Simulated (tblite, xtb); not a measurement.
tert-butylthiol (C$_{4}$H$_{10}$S), singlet, geometry from GFN2-xTB. Base run: GFN1-xTB (xtb 6.7.1).

Here is a job for xtb.
```
$ xtb mol.xyz --gfn 1 --json

# file mol.xyz
15

C     -0.28728591     1.20823473    -1.11264235
C     -0.25309893    -0.04926139    -0.25443164
C      0.15383757    -1.26781817    -1.07205804
C     -1.59391997    -0.27688702     0.43190663
S      0.98570354     0.19379041     1.10925437
H     -1.05113059     1.11037707    -1.88238910
H     -0.51895782     2.07888926    -0.50319583
H      0.67220764     1.37358002    -1.59965358
H      0.23356972    -2.14509353    -0.43396168
H     -0.59245319    -1.46420702    -1.84018979
H      1.11415571    -1.10710133    -1.55899341
H     -1.54863534    -1.15449171     1.07316198
H     -1.85805211     0.58228339     1.04469498
H     -2.37350079    -0.42797162    -0.31227422
H      2.03434358     0.36748006     0.30808310
```

Programs used: tblite, xtb; a row that names a program was run with it.

Each row names what was changed in the base input (with any setting that the change needs).

| change | ΔE vs base (kJ/mol) | HOMO-LUMO gap (eV) | dipole (D) | G_solv (kcal/mol) | SCF cycles |
|---|---|---|---|---|---|
| base | 0.00 | 5.94 | 1.53 | - | 9 |
| file = coord | 0.00 | 5.94 | 1.53 | - | 9 |
| program = tblite; method = gfn1; option = (--etemp, 2000) | 0.00 | - | - | - | - |
| gbsa = thf | -20.59 | 5.95 | 1.66 | -4.99 | 9 |
| etemp = 5000 | -0.19 | 5.94 | 1.53 | - | 9 |
| program = tblite; method = gfn1; option = (--guess, eeq) | 0.00 | - | - | - | - |
| alpb = acetone | … | 5.95 | … | … | 9 |
| etemp = 1000 | 0.00 | 5.94 | 1.53 | - | 9 |
| alpb = chcl3 | -21.12 | 5.96 | 1.65 | -5.09 | 8 |
| acc = 30 | 0.00 | 5.94 | 1.53 | - | 7 |

### Question
Complete the blanks.

### Answer

- alpb = acetone, ΔE vs base (kJ/mol): -17.85
- alpb = acetone, dipole (D): 1.64
- alpb = acetone, G_solv (kcal/mol): -4.32

ALPB and GBSA are two models with their own fitted parameters for each solvent, which aren't always the measured dielectric constant.
